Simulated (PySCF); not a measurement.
AlBrFHO, SMILES [Br][Al]([F])[OH]. Coordinates come from a r2SCAN-D4/def2-SVP optimisation. One conformer was computed; it need not be the lowest.

Computed equilibrium geometry at r2SCAN-D4/def2-SVP (PySCF confirms it by a frequency run) as Cartesian coordinates in Å, and its point group (one conformer of several):
point group Cs.
```xyz
5

Al    -0.0282     0.9423     0.0000
F     -1.4937     1.7174     0.0000
Br     0.0271    -1.2828     0.0000
O      1.4189     1.8041     0.0000
H      1.5110     2.7606     0.0000
```
